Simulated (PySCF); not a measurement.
CH5CdNO, SMILES C[O][Cd][NH2].

The structure is a stationary point at B3LYP-D3(BJ)/def2-SVP. The structure was generated by enumeration; whether it is a known compound was not checked. The def2 effective core potentials stand for the cores of Cd; spin–orbit coupling is left out. One conformer was computed; it need not be the lowest.

Two levels are set side by side: TDA-PBE/def2-SVPD (PySCF) and TDA-CAM-B3LYP/def2-SVPD (PySCF). Vertical, same geometry. The lowest singlet is HOMO→LUMO 100 % with PBE and HOMO→LUMO 91 % with the other functional; states are paired by order. Differences are taken from unrounded values.

```
quantity                               TDA-PBE
-------------------------------------  -------
lowest singlet excitation (eV)            3.79
lowest triplet excitation (TDA) (eV)      3.48
first bright state (f over 0.05) (eV)     4.55
its oscillator strength                   0.06
```

### Question
These are the TDA-PBE values. What does TDA-CAM-B3LYP give? (The exact figures need the calculation; the answer reports its results.)

### Answer

```tsv
quantity	TDA-CAM-B3LYP	TDA-PBE minus TDA-CAM-B3LYP
lowest singlet excitation (eV)	4.85	-1.07
lowest triplet excitation (TDA) (eV)	4.27	-0.79
first bright state (f over 0.05) (eV)	5.03	-0.48
its oscillator strength	0.05	0.00
```

Functionals without exact exchange tend to place singlet excitations lower, as here. Differences between two approximate levels are no errors against the true value.

Rough cost on one machine, each run with all the roots and properties that it gave: TDA-CAM-B3LYP against TDA-PBE about 3 times.
